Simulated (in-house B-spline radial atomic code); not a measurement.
Xe⁸⁺. Computed with a B-spline radial atomic code. Model: all-electron spherical atom, spin shells full or empty, radial basis limit, no spin-orbit coupling: exact exchange with a local potential (Slater, KLI or optimised effective potential, whose far tail is KLI's), no correlation.

Exchange potential has not reached -1/r at the last radius.

The run also made RPA and GW results, which its time includes.

The Slater potential averages the orbital exchange potentials with the orbital densities as weights, KLI adds orbital constants, and the optimised effective potential minimises the exact-exchange energy among local potentials. So their energies lie above Hartree-Fock in the order OEP, KLI, Slater. All fall off as −1/r, unlike LDA and GGA exchange.

Command:
```bash
python run_gw.py task.json out
```
Settings (lengths in bohr, energies in hartree):
```
Z                      54
electrons              46
configuration          [Kr] 4d10
hamiltonian            nr
method                 slater
lmax                   9
spin_polarised         False
box_radius             7.7
intervals              71
```

Cost of the run: 6.2 s on 1 thread of Arm Neoverse N1, with other jobs on the host.

Given: hamiltonian non-relativistic; mean-field start Slater potential.

Computed: energy above Hartree-Fock 353.99 millihartree; virial ratio -E/T less 1 -0.009833.

```json
{"radius (bohr)": "0.000926", "r times exchange potential (hartree bohr)": "-0.052023"}
{"radius (bohr)": "0.00114", "r times exchange potential (hartree bohr)": "-0.06399"}
{"radius (bohr)": "0.00141", "r times exchange potential (hartree bohr)": "-0.079046"}
{"radius (bohr)": "0.00175", "r times exchange potential (hartree bohr)": "-0.097917"}
{"radius (bohr)": "0.00216", "r times exchange potential (hartree bohr)": "-0.12052"}
{"radius (bohr)": "0.00267", "r times exchange potential (hartree bohr)": "-0.14837"}
{"radius (bohr)": "0.0033", "r times exchange potential (hartree bohr)": "-0.18226"}
{"radius (bohr)": "0.00408", "r times exchange potential (hartree bohr)": "-0.22336"}
{"radius (bohr)": "0.00505", "r times exchange potential (hartree bohr)": "-0.27294"}
{"radius (bohr)": "0.00624", "r times exchange potential (hartree bohr)": "-0.3312"}
{"radius (bohr)": "0.00772", "r times exchange potential (hartree bohr)": "-0.39938"}
{"radius (bohr)": "0.00954", "r times exchange potential (hartree bohr)": "?"}
{"radius (bohr)": "0.0118", "r times exchange potential (hartree bohr)": "-0.56132"}
{"radius (bohr)": "0.0146", "r times exchange potential (hartree bohr)": "-0.65055"}
{"radius (bohr)": "0.018", "r times exchange potential (hartree bohr)": "-0.73663"}
{"radius (bohr)": "0.0223", "r times exchange potential (hartree bohr)": "-0.81425"}
{"radius (bohr)": "0.0275", "r times exchange potential (hartree bohr)": "-0.86914"}
{"radius (bohr)": "0.034", "r times exchange potential (hartree bohr)": "-0.89623"}
{"radius (bohr)": "0.0421", "r times exchange potential (hartree bohr)": "-0.91244"}
{"radius (bohr)": "0.052", "r times exchange potential (hartree bohr)": "-0.96878"}
{"radius (bohr)": "0.0643", "r times exchange potential (hartree bohr)": "-1.0913"}
{"radius (bohr)": "0.0795", "r times exchange potential (hartree bohr)": "?"}
{"radius (bohr)": "0.0983", "r times exchange potential (hartree bohr)": "-1.376"}
{"radius (bohr)": "0.121", "r times exchange potential (hartree bohr)": "-1.4342"}
{"radius (bohr)": "0.15", "r times exchange potential (hartree bohr)": "-1.4262"}
{"radius (bohr)": "0.186", "r times exchange potential (hartree bohr)": "-1.4859"}
{"radius (bohr)": "0.23", "r times exchange potential (hartree bohr)": "-1.6702"}
{"radius (bohr)": "0.284", "r times exchange potential (hartree bohr)": "-1.8364"}
{"radius (bohr)": "0.351", "r times exchange potential (hartree bohr)": "-1.8583"}
{"radius (bohr)": "0.434", "r times exchange potential (hartree bohr)": "-1.6675"}
{"radius (bohr)": "0.536", "r times exchange potential (hartree bohr)": "-1.5561"}
{"radius (bohr)": "0.663", "r times exchange potential (hartree bohr)": "-1.7488"}
{"radius (bohr)": "0.819", "r times exchange potential (hartree bohr)": "-1.8912"}
{"radius (bohr)": "1.01", "r times exchange potential (hartree bohr)": "-1.8496"}
{"radius (bohr)": "1.25", "r times exchange potential (hartree bohr)": "-1.6676"}
{"radius (bohr)": "1.55", "r times exchange potential (hartree bohr)": "-1.4494"}
{"radius (bohr)": "1.91", "r times exchange potential (hartree bohr)": "-1.2754"}
```

**Question.** What belongs in the row 0.00954?

**Answer.** r times exchange potential (hartree bohr): -0.47638.

**Question.** What belongs in the row 0.0795?

**Answer.** r times exchange potential (hartree bohr): -1.2456.

| occupied | level (hartree) | Hartree-Fock level (hartree) |
| --- | --- | --- |
| 1s | -1223.5 | -1228.5 |
| 2s | -190.92 | -193.41 |
| 2p | ? | ? |
| 3s | -43.205 | -44.204 |
| 3p | ? | ? |
| 3d | -30.156 | -30.165 |
| 4s | -11.427 | -11.785 |
| 4p | -9.792 | -9.9402 |
| 4d | -6.9418 | -6.6987 |

**Question.** What belongs in the row 2p?

**Answer.** level (hartree): -180.47; Hartree-Fock level (hartree): -181.86.

**Question.** What belongs in the row 3p?

**Answer.** level (hartree): -38.672; Hartree-Fock level (hartree): -39.255.

| empty | level (hartree) |
| --- | --- |
| 5s | -4.5641 |
| 5p | ? |
| 4f | -3.7211 |
| 5d | -3.1329 |

**Question.** What belongs in the row 5p?

**Answer.** level (hartree): -4.0253.

The highest level, 4d, differs from Hartree-Fock by -6.6 eV and the deepest, 1s, by +138 eV: the Slater potential lacks the response part and is deeper than the optimised one throughout, so the top level comes too deep.
